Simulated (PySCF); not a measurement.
## Charge on either side of a bond

C₆H₁₆SSi.
Atom-mapped SMILES: `[CH3:1][S:2][Si@H:3]([CH3:4])[C:5]([CH3:6])([CH3:7])[CH3:8]` (hydrogens: H9, H10, H11 on C1; H12 on Si3; H13, H14, H15 on C4; H16, H17, H18 on C6; H19, H20, H21 on C7; H22, H23, H24 on C8)

Structure used (GFN2-xTB), in Å, numbered top down from 1:
```xyz
24
C6H16SSi angstrom
C      3.2349    1.4439   -0.1457
S      1.4539    1.8080   -0.1338
Si     0.6898   -0.1620    0.3088
C      1.3937   -1.4092   -0.9435
C     -1.2196   -0.0537    0.2619
C     -1.7073    0.3042   -1.1430
C     -1.7035    1.0163    1.2408
C     -1.8098   -1.4029    0.6670
H      3.7505    2.3954   -0.2153
H      3.4761    0.8290   -1.0062
H      3.5095    0.9376    0.7737
H      1.1619   -0.4970    1.6619
H      2.4644   -1.5319   -0.8074
H      0.9381   -2.3871   -0.8276
H      1.2265   -1.0810   -1.9666
H     -2.7927    0.4003   -1.1522
H     -1.4312   -0.4666   -1.8599
H     -1.2794    1.2506   -1.4672
H     -1.3901    0.7848    2.2567
H     -1.2993    1.9896    0.9713
H     -2.7913    1.0792    1.2274
H     -1.5056   -2.1850   -0.0248
H     -1.4829   -1.6862    1.6648
H     -2.8983   -1.3564    0.6665
```

Atomic charges (e) from the PBE0/pcSseg-1 density (PySCF):

```tsv
atom	Mulliken	IAO	Hirshfeld	ESP-fitted
C1	-0.3903	-0.4956	-0.1168	-0.3902
S2	-0.3277	-0.2020	-0.1014	-0.3052
Si3	+0.7455	+0.8181	+0.3385	+0.3768
C4	-0.6257	-0.7186	-0.2148	-0.4800
C5	-0.7757	-0.1935	-0.0544	+0.4984
C6	-0.1715	-0.4126	-0.1212	-0.4809
C7	-0.1697	-0.4121	-0.1211	-0.5723
C8	-0.1774	-0.4122	-0.1191	-0.5312
H9	+0.1583	+0.1703	+0.0518	+0.1954
H10	+0.1530	+0.1529	+0.0433	+0.1511
H11	+0.1536	+0.1526	+0.0446	+0.1444
H12	-0.0408	-0.1375	-0.0873	-0.1003
H13	+0.1418	+0.1555	+0.0411	+0.1323
H14	+0.1419	+0.1563	+0.0424	+0.1137
H15	+0.1498	+0.1583	+0.0418	+0.1243
H16	+0.1082	+0.1337	+0.0384	+0.1204
H17	+0.1117	+0.1320	+0.0371	+0.1073
H18	+0.1259	+0.1416	+0.0326	+0.1110
H19	+0.1152	+0.1360	+0.0381	+0.1175
H20	+0.1287	+0.1413	+0.0326	+0.1340
H21	+0.1067	+0.1327	+0.0383	+0.1555
H22	+0.1116	+0.1314	+0.0370	+0.1299
H23	+0.1156	+0.1355	+0.0380	+0.1224
H24	+0.1115	+0.1363	+0.0402	+0.1257
```

Cut each of the bonds C1–S2, S2–Si3, Si3–C5, C4–Si3 and C6–C5 in turn and sum the charges on the side of the atom named first.

In e; the other side holds the opposite charge:

| bond cut | piece | atoms | Mulliken | IAO | Hirshfeld | ESP-fitted |
| --- | --- | --- | --- | --- | --- | --- |
| C1–S2 | CH3 | 4 | +0.075 | -0.020 | +0.023 | +0.101 |
| S2–Si3 | CH3S | 5 | -0.253 | -0.222 | -0.078 | -0.204 |
| Si3–C5 | C2H7SSi | 11 | +0.259 | +0.210 | +0.083 | -0.038 |
| C4–Si3 | CH3 | 4 | -0.192 | -0.249 | -0.089 | -0.110 |
| C6–C5 | CH3 | 4 | +0.174 | -0.005 | -0.013 | -0.142 |

Extremes among these pieces. Mulliken: lowest CH3S at S2, highest C2H7SSi at Si3; IAO: lowest CH3 at C4, highest C2H7SSi at Si3; Hirshfeld: lowest CH3 at C4, highest C2H7SSi at Si3; ESP-fitted: lowest CH3S at S2, highest CH3 at C1.

Do the schemes agree better on the pieces than on the single atoms at the cuts?

The spread between schemes averages 0.214 e for the pieces and 0.390 e for the atoms named first; it is smaller for the piece at 5 of the 5 cuts. On average they agree better on the pieces. The sign differs between schemes (beyond ±0.03 e) for C2H7SSi at Si3 and CH3 at C6.

One conformer (not necessarily the lowest) at the GFN2-xTB geometry, without solvent, vibrations or thermal averaging.
